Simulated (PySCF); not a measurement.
C4H7NSi, SMILES C/C(C#N)=C/[SiH3].

Geometry: B3LYP-D3(BJ)/def2-SVP. A frequency run showed that this geometry is not a minimum. The structure was generated by enumeration; whether it is a known compound was not checked.

All values below come from PySCF with PBE/def2-TZVP.

Isolated molecule, no solvent.

- total energy: -500.50018 hartree
- highest occupied level: -6.95 eV
- lowest empty level: -2.78 eV
- orbital gap: 4.17 eV
- dipole moment: 3.84 D
- quadrupole, principal values (traceless, Buckingham form, about the centre of nuclear charge): -9.77, 1.21, 8.56 D·Å
- mean static polarisability: 82.0 bohr³ (12.15 Å³)
- polarisability, principal values: 57.8, 86.3, 102.0 bohr³
